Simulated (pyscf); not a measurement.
PySCF, gas phase, ωB97X-D3(BJ)/def2-SVP geometries.

Problem. Estimate by transition-state theory (the high-pressure limit) the rate constant of H₃C–Zr(Cl)(Cl)–Cl -> Cl–CH₂–ZrH(Cl)–Cl (singlet surface; C–H, Cl–Zr broken, C–Cl, H–Zr formed) at 900 K, with ωB97M-D3(BJ)/def2-TZVP energies (ideal gas, 1 atm, RRHO with modes under 100 cm⁻¹ raised to 100, one conformer, R ln 2 for rigid chiral ones; no tunnelling).

Solution. The electronic barrier is 70.4 kcal/mol and the thermal terms add -0.5, so ΔG‡ = 69.8 kcal/mol. With k_BT/h = 1.88e+13 s⁻¹ and RT = 1.788 kcal/mol, k = 2.1e-04 s⁻¹, a half-life of 3.4e+03 s through this channel alone. Wigner's tunnelling factor for 649i cm⁻¹ would be 1.04. A shift of 1 kcal/mol in the barrier changes k by a factor 1.7. What is counted as broken (Cl–Zr) persists as a longer contact in the product adduct; parting that adduct is a step of its own. Cl–CH₂–ZrH(Cl)–Cl is closed by a dative Cl–Zr contact. This is the saddle that the search found; another between the same sides may lie lower. Elements past Kr carry the def2 core potentials, without spin-orbit coupling.
